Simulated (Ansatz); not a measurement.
Geometry optimisation, RKS PBE-D4/def2-SVP in Ansatz.

The input (input.yaml):

```yaml
crystal:
  periodic: [false, false, false]
  atoms:
    - { symbol: Sn, position_ang: [-0.292426, 0.0, -0.212795] }
    - { symbol: H, position_ang: [1.884023, 0.0, 1.774287] }
    - { symbol: H, position_ang: [2.300775, 0.0, 1.187416] }
    - { symbol: Cl, position_ang: [-1.552036, 1.871274, -1.095304] }
    - { symbol: Cl, position_ang: [-1.552036, -1.871274, -1.095304] }
basis:
  gaussian: { orbitals: def2-SVP }
hamiltonian:
  xc: pbe
  dispersion: d4
relax:
  f_tol: 0.03
  max_steps: 50
```

Launched with:

```bash
$ ansatz run input.yaml --threads 2 --pin off --max-ram 3072MiB --backend cpu --events-out ev --progress --plain --runs-dir out
```

Question: Where does it end, and by what steps?

Answer: The run converged. After 6 steps the energy has fallen by 0.170 eV; H2 moved furthest, 0.57 Å.

```json
{"step": "0", "energy less start (eV)": "0.0000", "largest force component (eV/Å)": "1.607", "accepted": "yes"}
{"step": "1", "energy less start (eV)": "-0.1280", "largest force component (eV/Å)": "0.196", "accepted": "yes"}
{"step": "2", "energy less start (eV)": "-0.1504", "largest force component (eV/Å)": "0.187", "accepted": "yes"}
{"step": "3", "energy less start (eV)": "-0.1677", "largest force component (eV/Å)": "0.045", "accepted": "yes"}
{"step": "4", "energy less start (eV)": "-0.1696", "largest force component (eV/Å)": "0.043", "accepted": "yes"}
{"step": "5", "energy less start (eV)": "-0.1698", "largest force component (eV/Å)": "0.054", "accepted": "yes"}
{"step": "6", "energy less start (eV)": "-0.1702", "largest force component (eV/Å)": "0.003", "accepted": "yes"}
```

```xyz
5
Properties=species:S:1:pos:R:3
Sn -0.593 0.000 -0.429
H 2.336 0.000 2.125
H 2.779 0.000 1.497
Cl -1.867 1.845 -1.317
Cl -1.867 -1.845 -1.317
```

Run time: 6.7 s on 2 threads of Arm Neoverse V1 (shared host), peak memory 0.12 GiB.
